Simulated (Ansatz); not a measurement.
Basis-set extrapolation for C₂H₉NOSi, SMILES `CO[SiH](C)N` (PBE0-D4/def2-TZVP geometry, frozen core, the Gaussian-basis code of Ansatz). Multiplicity 1, RHF reference.

```
                      def2-TZVPP   def2-QZVPP
                 HF  -499.407434  -499.427482
    MP2 correlation    -0.930108    -0.996861
CCSD(T) correlation    -1.013581      not run
```

Energies in hartree. Use E(X) = E(∞) + A·exp(−7.88·√X) for Hartree–Fock and E(X) = E(∞) + B·X^(−2.97) for correlation, with X = 3 and 4, and add CCSD(T) minus MP2 of the smaller set to the MP2 limit.

What is the CCSD(T) energy at the basis-set limit?

HF limit: -499.427482 + (-0.020048) × 0.13774 = -499.43024. MP2 limit: -0.996861 + (-0.066753) × 0.74074 = -1.04631. Higher-order term: -1.013581 − (-0.930108) = -0.08347. Total: -500.56002 hartree, 87.2 kcal/mol below CCSD(T)/def2-TZVPP.
